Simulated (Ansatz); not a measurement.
`BN([SiH3])CC` + `N[AsH2]` → `B[AsH]N` + `CCN[SiH3]` at 298.15 K and 1 bar (ligand exchange at a B–N bond).

Gas-phase electronic energies from Ansatz, PBE0-D4/def2-TZVP geometries. CBS: MP2 limit from def2 TZ/QZ plus the TZ coupled-cluster correction, frozen cores. For As outer-core shells are correlated without core-valence functions, which leaves a few kJ/mol of doubt a bond. Scalar relativity is left out up to krypton. One conformer a species, not always the lowest.

| species | CCSD(T)/CBS energy (Eh) | H − E (kJ/mol) | S (J/(mol·K)) |
| --- | --- | --- | --- |
| `BN([SiH3])CC` | -450.74134 | 337.8 | 354.1 |
| `N[AsH2]` | -2292.09958 | 122.1 | 266.6 |
| `B[AsH]N` | -2317.47891 | 159.9 | 303.8 |
| `CCN[SiH3]` | -425.31370 | 302.3 | 332.2 |

H − E and S are ideal-gas, rigid-rotor, harmonic terms from PBE0-D4/def2-TZVP, for one conformer and one mirror image of each species. 1 Eh = 2625.50 kJ/mol, R = 8.31446 J/(mol·K).

Q: By hand: ΔE, ΔH, ΔS and ΔG.

A: ΔE = (-2317.47891) + (-425.31370) − (-450.74134) − (-2292.09958) = 0.04831 Eh = 126.8 kJ/mol. Δ(H − E) = 159.9 + 302.3 − 337.8 − 122.1 = 2.3, so ΔH = 129.1 kJ/mol. ΔS = 303.8 + 332.2 − 354.1 − 266.6 = 15.3 J/(mol·K). ΔG = 129.1 − 298.15 × (15.3)/1000 = 124.5 kJ/mol.

Q: By hand: the equilibrium constant, and the temperature at which ΔG would vanish if ΔH and ΔS stayed fixed.

A: log₁₀ K = −ΔG/(RT ln 10) = -21.8. ΔG = 0 at ΔH/ΔS = 8438 K, far beyond where these terms or the molecules hold.

ΔH outweighs TΔS. A doubt of 5 kJ/mol in ΔE shifts log₁₀ K by 0.9 here. Other conformers and mirror images would add mixing entropy, several J/(mol·K) or more a flexible species. Modes under 60 cm⁻¹, often nearly free rotors, make the harmonic entropy too high. These are equilibria of isolated gas molecules and say nothing of rates. Largest T1 diagnostic: 0.014 (customary marks: 0.02 for closed shells, 0.045 for open ones).
